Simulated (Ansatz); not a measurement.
`C[SiH](F)P` + H₂Se → `P[SeH]` + `C[SiH2]F` at 400 K and 1 bar (cleavage of the P–Si bond).

Computed with Ansatz on PBE0-D4/def2-TZVP structures; ΔE is electronic, products minus reactants. CCSD(T)/CBS is the MP2 limit (def2-TZVPP, def2-QZVPP) plus CCSD(T) − MP2 in def2-TZVPP, frozen cores. For Se outer-core shells are correlated without core-valence functions, which leaves a few kJ/mol of doubt a bond. Scalar relativity is left out up to krypton. Each species was taken in one conformer, which may not be the lowest.

```
     species  CCSD(T)/CBS energy (Eh)  H − E (kJ/mol)  S (J/(mol·K))
`C[SiH](F)P`               -771.55123           206.1          373.2
        H₂Se              -2401.89790            49.4          229.5
    `P[SeH]`              -2743.44381            86.8          298.2
  `C[SiH2]F`               -430.00374           171.0          310.0
```

H − E and S are ideal-gas, rigid-rotor, harmonic terms from PBE0-D4/def2-TZVP, for one conformer and one mirror image of each species. 1 Eh = 2625.50 kJ/mol, R = 8.31446 J/(mol·K).

By hand: ΔE, ΔH, ΔS and ΔG.

ΔE = (-2743.44381) + (-430.00374) − (-771.55123) − (-2401.89790) = 0.00158 Eh = 4.1 kJ/mol. Δ(H − E) = 86.8 + 171.0 − 206.1 − 49.4 = 2.3, so ΔH = 6.4 kJ/mol. ΔS = 298.2 + 310.0 − 373.2 − 229.5 = 5.5 J/(mol·K). ΔG = 6.4 − 400 × (5.5)/1000 = 4.2 kJ/mol.

By hand: the equilibrium constant, and the temperature at which ΔG would vanish if ΔH and ΔS stayed fixed.

log₁₀ K = −ΔG/(RT ln 10) = -0.5. ΔG = 0 at ΔH/ΔS = 1164 K, though so small a ΔH makes that figure unsure.

TΔS isn't small against ΔH here. The sign of ΔG lies within the doubt. A doubt of 5 kJ/mol in ΔE shifts log₁₀ K by 0.7 here. Other conformers and mirror images would add mixing entropy, several J/(mol·K) or more a flexible species. These are equilibria of isolated gas molecules and say nothing of rates. Largest T1 diagnostic: 0.012 (customary marks: 0.02 for closed shells, 0.045 for open ones).
